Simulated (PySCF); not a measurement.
**Correlation energy of Ru+ (ruthenium, charge +1)**

[Kr] 4d6 5p1, one real determinant (an excited configuration). Computed with PySCF 2.14 in x2c-TZVPPall with one added diffuse shell each of s, p, d, f type (9s7p7d3f1g, 95 functions), with scalar relativity by spin-free X2C-1e. Frozen: [Kr]; 7 electrons correlated.

```
  level  correlation energy (mhartree)
   CCSD                        -128.81
    (T)                          -3.76
CCSD(T)                        -132.57
```

Diagnostics: T1 = 0.010, D1 = 0.0363, largest double amplitude 0.065.

The real determinant used has ⟨L²⟩ near 8 against 12 for a pure F term, so it mixes terms.

Cost of the coupled-cluster step: about 12 core-seconds, for 7 correlated electrons.

Iterations:

```
CC2 = 0
CCSD nocc = (np.int64(6), np.int64(1)), nmo = (77, 77)
frozen orbitals [[0, 1, 2, 3, 4, 5, 6, 7, 8, 9, 10, 11, 12, 13, 14, 15, 16, 17], [0, 1, 2, 3, 4, 5, 6, 7, 8, 9, 10, 11, 12, 13, 14, 15, 16, 17]]
max_cycle = 100
direct = 0
conv_tol = 1e-08
conv_tol_normt = 1e-06
diis_space = 8
diis_start_cycle = 0
Init t2, MP2 energy = -0.121503192869074
Init E_corr(UCCSD) = -0.121503192870461
cycle = 1  E_corr(UCCSD) = -0.126697354146955  dE = -0.00519416128  norm(t1,t2) = 0.0289456
cycle = 2  E_corr(UCCSD) = -0.127585485337955  dE = -0.000888131191  norm(t1,t2) = 0.0150773
cycle = 3  E_corr(UCCSD) = -0.128358884933235  dE = -0.000773399595  norm(t1,t2) = 0.0102418
cycle = 4  E_corr(UCCSD) = -0.128533033358893  dE = -0.000174148426  norm(t1,t2) = 0.00598892
cycle = 5  E_corr(UCCSD) = -0.128726330533082  dE = -0.000193297174  norm(t1,t2) = 0.00360236
cycle = 6  E_corr(UCCSD) = -0.128803654178622  dE = -7.73236455e-05  norm(t1,t2) = 0.00224508
cycle = 7  E_corr(UCCSD) = -0.128803663620855  dE = -9.44223227e-09  norm(t1,t2) = 0.00112335
cycle = 8  E_corr(UCCSD) = -0.128811982839739  dE = -8.31921888e-06  norm(t1,t2) = 0.000393226
cycle = 9  E_corr(UCCSD) = -0.128812059001317  dE = -7.61615779e-08  norm(t1,t2) = 0.000634186
cycle = 10  E_corr(UCCSD) = -0.128813737818806  dE = -1.67881749e-06  norm(t1,t2) = 0.000434333
cycle = 11  E_corr(UCCSD) = -0.128813428426779  dE = 3.09392027e-07  norm(t1,t2) = 8.28548e-05
cycle = 12  E_corr(UCCSD) = -0.128813133838275  dE = 2.94588504e-07  norm(t1,t2) = 4.06559e-05
cycle = 13  E_corr(UCCSD) = -0.128813210024415  dE = -7.61861396e-08  norm(t1,t2) = 2.03791e-05
cycle = 14  E_corr(UCCSD) = -0.12881326641656  dE = -5.63921454e-08  norm(t1,t2) = 8.77831e-06
cycle = 15  E_corr(UCCSD) = -0.128813288005518  dE = -2.15889574e-08  norm(t1,t2) = 4.6322e-06
cycle = 16  E_corr(UCCSD) = -0.128813318744425  dE = -3.07389079e-08  norm(t1,t2) = 2.97408e-06
cycle = 17  E_corr(UCCSD) = -0.128813362524237  dE = -4.37798111e-08  norm(t1,t2) = 2.27182e-06
cycle = 18  E_corr(UCCSD) = -0.128813388209655  dE = -2.5685418e-08  norm(t1,t2) = 1.93263e-06
cycle = 19  E_corr(UCCSD) = -0.128813424553967  dE = -3.63443123e-08  norm(t1,t2) = 4.19937e-06
cycle = 20  E_corr(UCCSD) = -0.128813465270607  dE = -4.07166399e-08  norm(t1,t2) = 1.23758e-06
cycle = 21  E_corr(UCCSD) = -0.128813486133464  dE = -2.08628573e-08  norm(t1,t2) = 6.67297e-07
cycle = 22  E_corr(UCCSD) = -0.12881349237046  dE = -6.23699628e-09  norm(t1,t2) = 3.1029e-07
UCCSD converged
E(UCCSD) = -4527.711627847502  E_corr = -0.1288134923704604
UCCSD(T) correction = -0.00375918255636491
```

The reference is one real determinant that mixes LS terms of this configuration.
